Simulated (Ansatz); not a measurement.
## doublet BeLi: levels of theory in one basis

```xyz
2

Li    0.0000    0.0000   -1.4021
Be    0.0000    0.0000    1.4021
```

Basis set: def2-SVP (spherical functions). All electrons are correlated. Correlation on ROHF uses semicanonical orbitals with singles. Charge 0, multiplicity 2.

Computed with Ansatz (development build ahead of 0.2.0); each method stands on the lowest determinant of its kind that the runs found.

```json
{"method": "ROHF", "E − E(ROHF) (eV)": "0.00", "<S²> of the determinant": "–"}
{"method": "UHF", "E − E(ROHF) (eV)": "-0.20", "<S²> of the determinant": "0.90"}
{"method": "UHF-MP2", "E − E(ROHF) (eV)": "-0.79", "<S²> of the determinant": "0.90"}
{"method": "ROHF-CCSD(T)", "E − E(ROHF) (eV)": "-1.38", "<S²> of the determinant": "–"}
{"method": "UHF-CCSD(T)", "E − E(ROHF) (eV)": "-1.38", "<S²> of the determinant": "0.90"}
```

(1) What does ROHF-MP2 give on the same scale?

Answers

(1) -0.74 eV.

Caution for UHF, UHF-MP2, UHF-CCSD(T): the unrestricted determinant is spin contaminated.
